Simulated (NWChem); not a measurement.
System: C4H8; SMILES C/C=C\C

Program: NWChem. All runs use the structure optimised with B3LYP/6-31G* (spherical d).

For level PBE/def2-SVP:

| Quantity | Result |
|---|---|
| highest occupied level (eV) | -5.68 |
| orbital gap (eV) | 5.55 |

What are these values for level LRC-wPBEh/def2-SVP?

highest occupied level (eV): -8.71
orbital gap (eV): 11.35
